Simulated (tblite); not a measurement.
Species: C6H8N2.
Geometry (GFN2-xTB, Å), atoms numbered from 1 in this order:
```
atom  x, y, z in Å
C1     2.5869    0.2394   -0.1233
N2     1.4568   -0.3544   -0.7862
C3     0.1709   -0.2432   -0.3532
C4    -0.2332    0.6870    0.6176
C5    -1.5702    0.7497    0.9459
C6    -2.4713   -0.1017    0.3169
C7    -1.9715   -0.9860   -0.6220
N8    -0.6951   -1.0655   -0.9517
H9     2.6955   -0.1113    0.9103
H10    3.4905   -0.0128   -0.6729
H11    2.4876    1.3268   -0.1112
H12    1.6200   -1.1561   -1.3741
H13    0.4839    1.3354    1.0940
H14   -1.9129    1.4558    1.6896
H15   -3.5233   -0.0768    0.5517
H16   -2.6221   -1.6774   -1.1428
```

Level: GFN2-xTB in tblite, geometry and Hessian alike; calculated harmonic values, unscaled, isolated species. Errors from tens to a few hundred cm⁻¹ against measured bands are possible. One conformer, not necessarily the lowest.

Harmonic wavenumbers (cm⁻¹): 85.7, 118.2, 200.9, 220.8, 368.1, 430.9, 467.3, 478.1, 555.0, 605.8, 697.2, 757.9, 824.7, 852.8, 910.8, 927.4, 996.1, 1080.1, 1097.7, 1106.5, 1118.7, 1166.3, 1177.8, 1236.6, 1279.6, 1311.9, 1377.1, 1413.7, 1439.5, 1475.4, 1492.8, 1499.8, 1560.4, 1605.0, 2909.7, 2978.8, 3040.1, 3047.3, 3064.5, 3098.4, 3102.9, 3465.0.

A = 5186, B = 1586, C = 1226 MHz; mass 108.069 u (most abundant isotopes); point group C1, symmetry number 1.

**Question.** Zero-point energy?

**Answer.** ½Σν̃ = 28322 cm⁻¹ = 338.80 kJ/mol.

**Question.** Give the ideal-gas entropy at 200 K and 1 bar in the rigid-rotor, harmonic-oscillator model (classical rotation).

**Answer.** Translation 158.96, rotation 111.57, vibration 42.62: S = 313.2 J/(mol K).

**Question.** And Cp and H(200 K) − H(0)?

**Answer.** Cp = 89.80 J/(mol K), of which vibrations give 56.54 (their classical limit is 42 R = 349.2); H(200 K) − H(0) = 11.73 kJ/mol without the zero-point energy, 5.08 from vibrations.

**Question.** Which modes carry the vibrational entropy at 200 K?

**Answer.** 85.7 cm⁻¹: 12.47; 118.2 cm⁻¹: 9.91; 200.9 cm⁻¹: 5.94; 220.8 cm⁻¹: 5.29; 368.1 cm⁻¹: 2.29; 430.9 cm⁻¹: 1.60 J/(mol K); the other 36 give 5.13 together.

**Question.** What must be added to the electronic energy to get the Gibbs energy at 200 K and 1 bar?

**Answer.** ZPE + [H(200 K) − H(0)] − T·S = 338.80 + 11.73 − 62.63 = 287.90 kJ/mol.

**Question.** Blend soft modes into free rotors: weight 1/[1 + (100 cm⁻¹/ν̃)⁴] for the oscillator and the rest for a rotor with moment μB/(μ + B), μ = h/(8π²ν), B = 10⁻⁴⁴ kg m². What vibrational entropy results?

**Answer.** 41.70 J/(mol K) in place of 42.62, which changes −T·S at 200 K by +0.18 kJ/mol.

Hindered rotation and anharmonicity are outside this model. Other conformers, if any are populated, would add a mixing term that is left out. The structure is chiral; the term R ln 2 for an equal mix with its mirror image is left out.

Run on x86-64 server, one thread, no GPU, on a shared host. This covers the Hessian and the dipole derivatives.
